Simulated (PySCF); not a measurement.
## Deuteron quadrupole couplings in `CC(C)O[Si@H](C)O`

Species: C4H12O2Si.
Structure used (GFN2-xTB), in Å, numbered top down from 1:
```xyz
19
C4H12O2Si angstrom
C     -2.3343    0.4785   -0.7515
C     -1.0866   -0.1894   -0.1805
C     -1.2793   -0.5732    1.2841
O     -0.0124    0.7097   -0.2948
Si     1.5351    0.4115   -0.6956
C      2.4176   -0.8389    0.4241
O      2.2868    1.8365   -0.5063
H     -3.1889   -0.1868   -0.6676
H     -2.1768    0.7248   -1.7983
H     -2.5410    1.3962   -0.2067
H     -0.8655   -1.0960   -0.7611
H     -0.3693   -1.0249    1.6694
H     -1.5004    0.3149    1.8705
H     -2.0980   -1.2805    1.3843
H      1.5927   -0.0203   -2.0982
H      3.4573   -0.9534    0.1370
H      1.9528   -1.8199    0.3661
H      2.4014   -0.5237    1.4645
H      1.7989    2.6438   -0.6469
```

Level: PBE0/pcSseg-1 (PySCF, non-relativistic); Q(2H) = 0.00286 b; rigid geometry, the same for H and D, with no vibrational averaging.

**Question.** Rank these positions by the coupling χzz of a deuteron there, largest first.
A. H15 (Si–H hydrogen)
B. H16 (methyl hydrogen)
C. H11 (methine hydrogen)
D. H14 (methyl hydrogen)
E. H19 (hydroxyl hydrogen)

**Answer.** E (344 kHz), B (221 kHz), D (213 kHz), C (190 kHz), A (104 kHz).

**Question.** Give the electric field gradient Vzz (the principal value of largest size), its asymmetry and the 2H coupling at each hydrogen.

**Answer.** 
```tsv
atom	bonded to	bond length (Å)	Vzz (au)	η	χzz (kHz)
H8	C1	1.086	0.3173	0.03	213
H9	C1	1.087	0.3165	0.02	213
H10	C1	1.087	0.3153	0.02	212
H11	C2	1.099	0.2822	0.08	190
H12	C3	1.087	0.3165	0.02	213
H13	C3	1.087	0.3154	0.02	212
H14	C3	1.087	0.3171	0.02	213
H15	Si5	1.469	0.1548	0.00	104
H16	C6	1.085	0.3286	0.01	221
H17	C6	1.087	0.3243	0.01	218
H18	C6	1.087	0.3235	0.02	217
H19	O7	0.954	0.5126	0.06	344
```

**Question.** Average by the element that carries the hydrogen.

**Answer.** on C: 212 kHz over 10 positions, mean bond length 1.088 Å; on Si: 104 kHz over 1 position, mean bond length 1.469 Å; on O: 344 kHz over 1 position, mean bond length 0.954 Å.

The structure is a single GFN2-xTB conformer in the gas phase; no vibrational or solvent corrections. GFN2-xTB bond lengths can be off by several hundredths of an ångström, more for odd bonds, and the gradients follow them. With a basis this small, the couplings can be 20 % off.
